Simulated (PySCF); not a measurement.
One of the candidates below gave these computed data.

All candidates are C5H3FO.

- 13C NMR: chemical shifts (computed TMS as zero) by class: 179.7 (1 C), 144.8 (1 C), 135.6 (1 C), 129.8 (1 C), 104.3 (1 C) ppm [GIAO PBE0/pcSseg-1]
- Polarisability: 66.3 au [CAM-B3LYP/def2-SVPD]
- Rotational structure: rotational constants A, B, C: 7.583, 1.353, 1.148 GHz [GFN2-xTB]
- Couplings: largest of the computed one-bond spin–spin couplings (means over like bonds): 19F–13C -312.1, 13C–1H +243.0, 13C–1H +220.3, 13C–1H +185.8, 13C–13C +142.0, 13C–13C +79.8, 13C–13C +46.2, 17O–13C +33.0 Hz [B3LYP/pcJ-1, spin–dipole term left out for some pairs]
- NMR, other nuclei: isotropic shieldings of nuclei other than C and H, by class: -408 (1 O), 344 (1 F) ppm [GIAO PBE0/pcSseg-1]
- UV, strongest line: among the 8 lowest singlet transitions: S5 at 6.51 eV (190 nm, f = 0.300) [TDDFT CAM-B3LYP/def2-SVPD]
- Triplet: lowest triplet excitation (Tamm–Dancoff): 2.06 eV [TDA CAM-B3LYP/def2-SVPD]
- Dipole: 3.48 D [CAM-B3LYP/def2-SVPD]

The electronic properties come from PySCF, for the isolated species, density fitting. Levels stand in brackets. The structure is a single GFN2-xTB conformer in the gas phase; no vibrational or solvent corrections. Each NMR value is the plain mean over a class of atoms that symmetry, rotation or inversion makes alike.

Question: Which candidate is it?
A. `CC#CC(F)=C=O`
B. `C#CC(=O)/C=C\F`
C. `C#CC(=O)C(=C)F`
D. `O=CC1=CC/1=C\F`

Answer: D. It is `O=CC1=CC/1=C\F`. Numbering: `[O:1]=[CH:2][C:3]1=[CH:4][C:5]/1=[CH:6]\[F:7]`. Its formula, C5H3FO, gives 4 degrees of unsaturation: 1 ring and 3 π bonds in the structure found. 5 carbons fall into 5 classes; from least to most shielded: aldehyde carbon [C2] (179.7 ppm), alkene CH carbon [C4] (144.8 ppm), vinylic C–F carbon [C6] (135.6 ppm), fully substituted alkene carbon [C3] (129.8 ppm), fully substituted alkene carbon [C5] (104.3 ppm). The other shieldings belong to: -408 ppm, aldehyde oxygen [O1]; 344 ppm, vinyl fluorine [F7]. The couplings run between: -312.1 Hz, vinyl fluorine [F7] and vinylic C–F carbon [C6]; +243.0 Hz, alkene CH carbon [C4] and its hydrogen; +220.3 Hz, vinylic C–F carbon [C6] and its hydrogen; +185.8 Hz, aldehyde carbon [C2] and its hydrogen; +142.0 Hz, fully substituted alkene carbon [C5] and vinylic C–F carbon [C6]; +79.8 Hz, aldehyde carbon [C2] and fully substituted alkene carbon [C3]; +46.2 Hz, fully substituted alkene carbon [C3] and alkene CH carbon [C4]; +33.0 Hz, aldehyde oxygen [O1] and aldehyde carbon [C2]. The optimised geometry has point group Cs and is an asymmetric top.

The others, at the same levels:
- `CC#CC(F)=C=O` fails: its computed 13C shifts are 262.4 (1 C), 149.9 (1 C), 116.4 (1 C), 67.8 (1 C), 8.3 (1 C) ppm, strongest line among the 8 lowest singlet transitions is S7 at 6.74 eV (184 nm, f = 0.805) (against S5 at 6.51 eV) and rotational constant A is 4.960 GHz (against 7.583 GHz).
- `C#CC(=O)/C=C\F` fails: its computed 13C shifts are 175.0 (1 C), 170.1 (1 C), 123.2 (1 C), 89.6 (1 C), 86.1 (1 C) ppm, lowest triplet excitation (Tamm–Dancoff) is 3.28 eV (against 2.06 eV) and strongest line among the 8 lowest singlet transitions is S4 at 5.85 eV (212 nm, f = 0.233) (against S5 at 6.51 eV).
- `C#CC(=O)C(=C)F` fails: its computed 13C shifts are 174.8 (1 C), 171.1 (1 C), 108.9 (1 C), 95.2 (1 C), 83.1 (1 C) ppm, lowest triplet excitation (Tamm–Dancoff) is 3.22 eV (against 2.06 eV) and strongest line among the 8 lowest singlet transitions is S3 at 5.18 eV (240 nm, f = 0.212) (against S5 at 6.51 eV).

Each candidate is one conformer, not necessarily the lowest. The conformers computed, where there is a choice (atom-mapped SMILES and torsion angles):
- `[O:1]=[CH:2][C:3]1=[CH:4][C:5]/1=[CH:6]\[F:7]`: O1–C2–C3–C4 180°
- `[CH:1]#[C:2][C:3](=[O:4])/[CH:5]=[CH:6]\[F:7]`: C2–C3–C5–C6 0°
- `[CH:1]#[C:2][C:3](=[O:4])[C:5](=[CH2:6])[F:7]`: C2–C3–C5–C6 180°

One-bond C–F couplings are unscaled; at this level they come out some 30 % too large in size.
